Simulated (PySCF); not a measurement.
C6H7BrO.
Numbering: `[OH:1][C@@H:2]1[CH:3]=[CH:4][CH:5]=[C:6]([Br:7])[CH2:8]1` (hydrogens: H9 on O1; H10 on C2; H11 on C3; H12 on C4; H13 on C5; H14, H15 on C8)

Theory: B3LYP/def2-SV(P) geometry optimisation, gas phase (PySCF 2.14.0).

Question: Give the optimised bond lengths and angles.

Answer: 
```
  bond  length (pm)
 O1–C2        142.9
 C2–C3        151.3
 C3=C4        134.8
 C4–C5        146.4
 C5=C6        134.6
C6–Br7        190.4
 C6–C8        150.4
 C2–C8        153.5
 O1–H9         97.2
C2–H10        110.9
C3–H11        109.6
C4–H12        109.6
C5–H13        109.3
C8–H14        110.9
C8–H15        110.2
```

A selection of angles:
```
    angle  degrees
 O1–C2–C3    110.7
 O1–C2–C8    106.7
 C3–C2–C8    112.3
 C2–C3–C4    120.6
 C3–C4–C5    121.8
 C4–C5–C6    119.4
C5–C6–Br7    121.1
 C5–C6–C8    122.1
Br7–C6–C8    116.7
 C2–C8–C6    113.1
 H9–O1–C2    108.7
```

Dihedral angles: O1–C2–C3–C4 -90°; C2–C3–C4–C5 -5° (synperiplanar); C3–C4–C5–C6 -10° (synperiplanar); C4–C5–C6–Br7 -177° (antiperiplanar); C5–C6–C8–C2 26° (synperiplanar); O1–C2–C8–C6 84° (synclinal); H9–O1–C2–C3 -40° (synclinal).

The 6-membered ring C2–C3–C4–C5–C6–C8 has internal angles of 112.3° to 122.1°; it is puckered, 0.13 Å rms from its mean plane, widest ring torsion 37°. The 6 C–C bonds span 1.346 Å (C5=C6, drawn double) to 1.535 Å (C2–C8, drawn single), a spread of 0.189 Å.

Point group: C1 (no symmetry element, even within 0.4 Å). B3LYP/def2-SV(P) frequencies: not computed here. One conformer, not necessarily the lowest (H–O1–C2–C3 -40°, O1–C2–C3–C4 -90°, C3–C4–C5–C6 -10°, C5–C6–C8–C2 26°, O1–C2–C8–C6 84°).
